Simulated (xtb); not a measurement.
HCl₄Si₂ (SMILES Cl[SiH][Si](Cl)(Cl)Cl), doublet, at a GFN2-xTB geometry; GFN2-xTB run with xtb 6.7.1.

xtb was given this input:
```
$ xtb mol.xyz --gfn 2 --uhf 1 --hess --json

# file mol.xyz
7

Cl     2.86552779    -1.06462915    -0.18976247
Si     1.59915590     0.40249411    -0.74768665
Si    -0.53809359     0.19570850     0.07252869
Cl    -0.87607452     0.06496016     2.07949960
Cl    -1.44369391    -1.43192902    -0.74301900
Cl    -1.55276129     1.84038552    -0.56400512
H      2.26416080     1.67577586    -0.45390963
```

What the program printed (banner, timings and long lists left out):

```
   ID    Z sym.   atoms
    1   17 Cl     1, 4-6
    2   14 Si     2, 3
    3    1 H      7

           -------------------------------------------------
          |                Calculation Setup                |
           -------------------------------------------------

           -------------------------------------------------
          |                 G F N 2 - x T B                 |
           -------------------------------------------------

          ...................................................
          :                      SETUP                      :
          :.................................................:
          :  # basis functions                  61          :
          :  # atomic orbitals                  55          :
          :  # shells                           19          :
          :  # electrons                        37          :
          :  max. iterations                   250          :
          :  Hamiltonian                  GFN2-xTB          :
          :  restarted?                      false          :
          :  GBSA solvation                  false          :
          :  PC potential                    false          :
          :  electronic temp.          300.0000000     K    :
          :  accuracy                    1.0000000          :
          :  -> integral cutoff          0.2500000E+02      :
          :  -> integral neglect         0.1000000E-07      :
          :  -> SCF convergence          0.1000000E-05 Eh   :
          :  -> wf. convergence          0.1000000E-03 e    :
          :  Broyden damping             0.4000000          :
          :  net charge                          0          :
          :  unpaired electrons                  1          :
          ...................................................

 iter      E             dE          RMSdq      gap      omega  full diag
   1    -22.2249606 -0.222250E+02  0.761E+00    2.55       0.0  T
   2    -22.2914736 -0.665130E-01  0.491E+00    2.18       1.0  T
   3    -22.3061998 -0.147262E-01  0.275E+00    2.57       1.0  T
   4    -22.3041137  0.208606E-02  0.233E+00    2.22       1.0  T
   5    -22.3278267 -0.237129E-01  0.106E+00    2.42       1.0  T
   6    -22.3309216 -0.309487E-02  0.493E-01    2.48       1.0  T
   7    -22.3310432 -0.121626E-03  0.271E-01    2.48       1.0  T
   8    -22.3312776 -0.234418E-03  0.136E-01    2.49       1.0  T
   9    -22.3313049 -0.272506E-04  0.798E-02    2.49       1.0  T
  10    -22.3313245 -0.196801E-04  0.494E-02    2.49       1.0  T
  11    -22.3313351 -0.105714E-04  0.128E-02    2.49       3.0  T
  12    -22.3313351  0.121801E-07  0.114E-02    2.49       3.3  T
  13    -22.3313357 -0.580216E-06  0.462E-03    2.49       8.2  T
  14    -22.3313355  0.127831E-06  0.617E-03    2.49       6.1  T
  15    -22.3313357 -0.173385E-06  0.183E-03    2.49      20.7  T
  16    -22.3313357 -0.757525E-08  0.977E-04    2.49      38.7  T
  17    -22.3313357 -0.293154E-08  0.335E-04    2.49     112.9  T

   *** convergence criteria satisfied after 17 iterations ***

         :::::::::::::::::::::::::::::::::::::::::::::::::::::
         ::                     SUMMARY                     ::
         :::::::::::::::::::::::::::::::::::::::::::::::::::::
         :: total energy             -22.289731320353 Eh    ::
         :: gradient norm              0.000028924894 Eh/a0 ::
         :: HOMO-LUMO gap              2.493595422494 eV    ::
         ::.................................................::
         :: SCC energy               -22.331317529318 Eh    ::
         :: -> isotropic ES            0.038885424356 Eh    ::
         :: -> anisotropic ES         -0.005006111181 Eh    ::
         :: -> anisotropic XC         -0.002489724040 Eh    ::
         :: -> dispersion             -0.009956574996 Eh    ::
         :: repulsion energy           0.041586208965 Eh    ::
         :: add. restraining           0.000000000000 Eh    ::
         :: total charge              -0.000000000000 e     ::
         :::::::::::::::::::::::::::::::::::::::::::::::::::::

           -------------------------------------------------
          |                Numerical Hessian                |
           -------------------------------------------------
step length          :   0.00500
SCC accuracy         :   0.30000
Hessian scale factor :   1.00000
frozen atoms in %    :   0.00000    0
RMS gradient         :   0.00003
estimated CPU  time      0.01 min

writing file <hessian>.

 projected vibrational frequencies (cm⁻¹)
eigval :       -0.00    -0.00     0.00     0.00     0.00     0.00
eigval :       24.99    56.09    86.74   110.94   144.22   151.32
eigval :      181.56   335.62   412.04   459.06   469.05   470.60
eigval :      562.23   601.74  2205.35
           -------------------------------------------------
          |                Property Printout                |
           -------------------------------------------------

    * Orbital Energies and Occupations

         #    Occupation            Energy/Eh            Energy/eV
      -------------------------------------------------------------
         1        2.0000           -1.0862142             -29.5574
       ...           ...                  ...                  ...
         7        2.0000           -0.4919128             -13.3856
         8        2.0000           -0.4906996             -13.3526
         9        2.0000           -0.4768935             -12.9769
        10        2.0000           -0.4758343             -12.9481
        11        2.0000           -0.4605476             -12.5321
        12        2.0000           -0.4583951             -12.4736
        13        2.0000           -0.4573544             -12.4452
        14        2.0000           -0.4552594             -12.3882
        15        2.0000           -0.4453640             -12.1190
        16        2.0000           -0.4447870             -12.1033
[...]
     6  17 Cl   1.197 --     3 Si   1.065
     7   1 H    0.999 --     2 Si   0.882
 ---------------------------------------------------------------------------

Topologies differ in total number of bonds
Writing topology from bond orders to xtbtopo.mol

molecular dipole:
                 x           y           z       tot (Debye)
 q only:        1.140       0.508      -0.527
   full:        0.402       0.295      -0.043       1.273
molecular quadrupole (traceless):
                xx          xy          yy          xz          yz          zz
 q only:       -2.281       4.971      -0.739      -2.483      -0.730       3.021
Molecule has no symmetry elements
It seems to be the C1 point group
  q+dip:       -0.447       4.307      -0.652      -1.130       0.091       1.099
   full:       -0.483       3.648      -0.463      -0.671       0.000       0.945

           -------------------------------------------------
          |               Frequency Printout                |
           -------------------------------------------------
 projected vibrational frequencies (cm⁻¹)
eigval :       -0.00    -0.00     0.00     0.00     0.00     0.00
eigval :       24.99    56.09    86.74   110.94   144.22   151.32
eigval :      181.56   335.62   412.04   459.06   469.05   470.60
eigval :      562.23   601.74  2205.35
 reduced masses (amu)
   1: 33.34   2: 33.18   3: 34.34   4: 33.69   5: 34.52   6: 33.75   7: 31.98   8: 34.85
   9: 30.16  10: 34.17  11: 33.52  12: 33.86  13: 31.34  14: 32.71  15:  7.94  16: 30.47
  17: 28.92  18: 30.45  19: 23.70  20:  8.16  21:  1.90
 IR intensities (km·mol⁻¹)
   1:  0.00   2:  0.01   3:  0.00   4:  0.12   5:  0.06   6:  0.03   7:  0.66   8:  0.90
   9:  1.56  10:  0.69  11:  9.80  12:  8.82  13: 33.85  14:  4.78  15: 21.63  16: 52.12
  17: 83.66  18: 76.74  19: 30.10  20:208.45  21:215.98
 Raman intensities (Ä⁴*amu⁻¹)
   1:  0.00   2:  0.00   3:  0.00   4:  0.00   5:  0.00   6:  0.00   7:  0.00   8:  0.00
   9:  0.00  10:  0.00  11:  0.00  12:  0.00  13:  0.00  14:  0.00  15:  0.00  16:  0.00
  17:  0.00  18:  0.00  19:  0.00  20:  0.00  21:  0.00
 output can be read by thermo (or use thermo option).
 writing <g98.out> molden fake output.
 recommended (thermochemical) frequency scaling factor: 1.0
           -------------------------------------------------
          |             Thermodynamic Functions             |
           -------------------------------------------------

c1  symmetry found (for desy threshold:  0.10E+00) used in thermo

          ...................................................
          :                      SETUP                      :
          :.................................................:
          :  # frequencies                          15      :
          :  # imaginary freq.                       0      :
          :  linear?                             false      :
          :  only rotor calc.                    false      :
          :  symmetry                               c1      :
          :  rotational number                       1      :
          :  scaling factor                  1.0000000      :
          :  rotor cutoff                   50.0000000 cm⁻¹ :
          :  imag. cutoff                  -20.0000000 cm⁻¹ :
          :.................................................:

    mode    ω/cm⁻¹     T·S(HO)/kcal·mol⁻¹    T·S(FR)/kcal·mol⁻¹   T·S(vib)
   ------------------------------------------------------------------------
       1     24.99    -1.84622 (  5.87%)    -1.26175 ( 94.13%)    -1.29606
       2     56.09    -1.36854 ( 61.30%)    -1.02235 ( 38.70%)    -1.23457
       3     86.74    -1.11277 ( 90.06%)    -0.89326 (  9.94%)    -1.09094
       4    110.94    -0.96971 ( 96.04%)    -0.82039 (  3.96%)    -0.96379
       5    144.22    -0.81904 ( 98.58%)    -0.74268 (  1.42%)    -0.81795
       6    151.32    -0.79175 ( 98.82%)    -0.72845 (  1.18%)    -0.79100
       7    181.56    -0.68941 ( 99.43%)    -0.67449 (  0.57%)    -0.68933
   ------------------------------------------------------------------------

   temp. (K)  partition function   enthalpy   heat capacity  entropy
                                   cal/mol     cal/K/mol   cal/K/mol   J/K/mol
 298.15  VIB  0.395E+04             4290.384     21.229     28.453
         ROT  0.123E+07              888.752      2.981     30.846
         INT  0.485E+10             5179.137     24.209     59.299
         TR   0.272E+28             1481.254      4.968     41.750
         TOT                        6660.3908    29.1775   101.0490   422.7891

       T/K    H(0)-H(T)+PV         H(T)/Eh          T*S/Eh         G(T)/Eh
   ------------------------------------------------------------------------
    298.15    0.106140E-01    0.249017E-01    0.480117E-01   -0.231100E-01
   ------------------------------------------------------------------------

         :::::::::::::::::::::::::::::::::::::::::::::::::::::
         ::                  THERMODYNAMIC                  ::
         :::::::::::::::::::::::::::::::::::::::::::::::::::::
         :: total free energy         -22.312841304777 Eh   ::
         ::.................................................::
         :: total energy              -22.289731320742 Eh   ::
         :: zero point energy           0.014287661702 Eh   ::
         :: G(RRHO) w/o ZPVE           -0.037397645737 Eh   ::
         :: G(RRHO) contrib.           -0.023109984035 Eh   ::
         :::::::::::::::::::::::::::::::::::::::::::::::::::::

           -------------------------------------------------
          | TOTAL ENERGY              -22.289731320742 Eh   |
          | TOTAL ENTHALPY            -22.264829650750 Eh   |
          | TOTAL FREE ENERGY         -22.312841304777 Eh   |
          | GRADIENT NORM               0.000028912936 Eh/α |
          | HOMO-LUMO GAP               2.493606489965 eV   |
           -------------------------------------------------

normal termination of xtb
```
